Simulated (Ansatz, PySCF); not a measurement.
HgBr₂, SMILES [Br][Hg][Br]. Atoms are numbered in the order given.

```xyz
3

Hg     0.0000     0.0000     0.0000
Br     0.0000     0.0000    -2.4409
Br     0.0000     0.0000     2.4409
```
Charge 0, spin multiplicity 1.

Coordinates come from a B3LYP-D3(BJ)/def2-SVP optimisation. The isomer is the one that the SMILES or the coordinates give; other isomers of the formula were not compared. The def2 effective core potentials stand for the cores of Hg; spin–orbit coupling is left out.

Vertical ionisation energy (IE) and electron affinity (EA) in eV. Rows of orbital energies are one-electron estimates. Where ΔSCF, EOM or ADC give a negative EA the extra electron is unbound and the value depends on the basis.

```csv
level,IE,EA
"−ε(HOMO), −ε(LUMO), PBE0/def2-TZVPD (PySCF)",8.43,2.84
"−ε(HOMO), −ε(LUMO), PBE/def2-TZVPD (PySCF)",7.19,3.69
"ΔSCF, PBE0/def2-TZVPD (Ansatz), final states of multiplicity 2 and 2",10.39,1.06
"ΔSCF, PBE/def2-TZVPD (Ansatz), final states of multiplicity 2 and 2",9.97,1.12
```

### Question
What vertical singlet–triplet gap does ΔSCF give with PBE0/def2-TZVPD (Ansatz, a first-principles code) and with PBE/def2-TZVPD (Ansatz)? (Estimate from the structure and the level; the computed values follow.)

### Answer
3.93 and 3.49 eV (triplet above singlet where positive).
